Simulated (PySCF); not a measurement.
```xyz
3
charge -1 multiplicity 1, angstrom
As    0.0000    0.0000   -0.5300
S     1.7589    0.0000    0.6213
S    -1.7589    0.0000    0.6213
```

Computed with PySCF, PBE0, basis As def2-TZVPD, S def2-TZVPD (no relativity, density fitting).

This geometry of AsS₂⁻ is a stationary point at this level.

(1) What is the point group?

(2) Is it a minimum?

(3) List the harmonic modes with their infrared intensities.

(4) What are the dipole moment and the gap between the highest occupied and lowest empty levels?

(5) Give the atomic charges and bond orders.

Results:

(1) C2v.

(2) Yes: all harmonic wavenumbers are real.

(3) 
```json
{"symmetry": "a1", "ω (cm⁻¹)": "191", "IR (km/mol)": "3.6", "type": "bend"}
{"symmetry": "a1", "ω (cm⁻¹)": "486", "IR (km/mol)": "14.8", "type": "stretch"}
{"symmetry": "b2", "ω (cm⁻¹)": "491", "IR (km/mol)": "206", "type": "stretch"}
```

(4) 2.49 D about the centre of mass and 3.44 eV.

(5) 
```tsv
atom	Mulliken	Löwdin	polar tensor	Mayer order to As1
As1	0.24	-0.15	0.70	–
S2,3	-0.62	-0.43	-0.85	1.68
```

This need not be the most stable arrangement of these atoms. The lowest empty level of this anion is unbound, so it and the gap depend on the basis.
